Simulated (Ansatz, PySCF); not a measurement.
Species: sum formula GaO$_{2}$H$_{2}$, net charge 0, doublet state. It need not be the lowest isomer of its formula. 
Structure (B3LYP-D3(BJ)/def2-TZVP (Ansatz, a first-principles code) minimum search):
```xyz
5

Ga     0.1855     0.1805     0.2316
O      0.7381    -0.1404    -1.4641
H      1.5997     0.2348    -1.6756
O     -1.4379    -0.5408     0.5901
H     -1.7505    -0.3816     1.4872
```
Charge 0, spin multiplicity 2.

Dipole moments at this geometry, in debye (magnitudes).

| level | program | dipole (D) |
|---|---|---|
| HF/def2-TZVPD | PySCF | 3.65 |
| M06-L/def2-TZVPD | PySCF | 2.62 |
| B3LYP/def2-TZVPD | Ansatz | 3.03 |
| BHLYP/def2-TZVPD | Ansatz | [?] |
| r2SCAN0/def2-TZVPD | Ansatz | 3.11 |
| CCSD(T)/aug-cc-pVDZ | Ansatz | [?] |

Fill in the missing entries.


- BHLYP/def2-TZVPD, dipole (D): 3.35
- CCSD(T)/aug-cc-pVDZ, dipole (D): 3.12
